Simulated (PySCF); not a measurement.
How methods differ on the ionisation energy of Rb²⁴⁺

Rb²⁴⁺ [Ne] 3s2 3p1 (2P) → Rb²⁵⁺ [Ne] 3s2 (1S), as a difference of total energies. Computed with PySCF 2.14 in an uncontracted even-tempered set (18 s from 2.5 bohr⁻², ratio 2.5; 12 p from 3.2 bohr⁻², ratio 2.5; 5 d from 14 bohr⁻², ratio 2.7; 4 f from 22 bohr⁻², ratio 2.7), with scalar relativity by spin-free X2C-1e. Correlated levels: outer shells: 1s2 frozen; virtual orbitals above 40 to 60 times the deepest correlated orbital energy dropped. The calculations carry no spin-orbit coupling.

```json
{"method": "UHF", "ionisation energy (eV)": "1124.1"}
{"method": "MP2 (outer shells)", "ionisation energy (eV)": "1124.6"}
{"method": "SCS-MP2 (outer shells)", "ionisation energy (eV)": "1124.5"}
{"method": "CCSD (outer shells)", "ionisation energy (eV)": "1124.6"}
{"method": "CCSD(T) (outer shells)", "ionisation energy (eV)": "1124.6"}
```

A first-order spin-orbit estimate (lowest level to lowest level, LS coupling) adds 8.900 eV.

Breit and QED terms and the two-electron picture change are absent.

For comparison: 1125 ± 5 eV (semi-empirical (NIST evaluation); NIST Atomic Spectra Database, ionization energies).
